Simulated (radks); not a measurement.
Values are calculated unless marked as measured or tabulated.
Question: The mean radii <r> (bohr) of the occupied orbitals of an atom or ion are listed with their occupations. Level of theory: scalar-relativistic Kohn-Sham, PBEsol, spin-polarised, spherical densities, point nucleus (a radial shooting solver on a logarithmic mesh with Libxc functionals).

| orbital | occ. | <r> |
|---|---|---|
| 1s up | 1 | 0.04277 |
| 1s down | 1 | 0.04277 |
| 2s up | 1 | 0.1897 |
| 2s down | 1 | 0.1896 |
| 2p up | 3 | 0.1655 |
| 2p down | 3 | 0.1655 |
| 3s up | 1 | 0.5469 |
| 3s down | 1 | 0.5471 |
| 3p up | 3 | 0.5571 |
| 3p down | 3 | 0.5573 |
| 3d up | 5 | 0.5700 |
| 3d down | 4 | 0.5694 |
| 4s up | 1 | 1.493 |
| 4s down | 1 | 1.496 |
| 4p up | 3 | 1.680 |

Name the element and its charge. Open shells, if any, are filled with parallel spins first.

Answer: Z = 35, bromine, charge +3: Br3+ in [Ar] 3d9 4s2 4p3. The 1s radius gives Z: for a bare nucleus <r> = (2 gamma + 1)/(2Z) with gamma = sqrt(1 - (Z/c)^2), 0.04191 bohr for Z = 35, and screening makes it slightly larger (0.04277 here). The occupations add up to 32, and the charge is Z minus that.
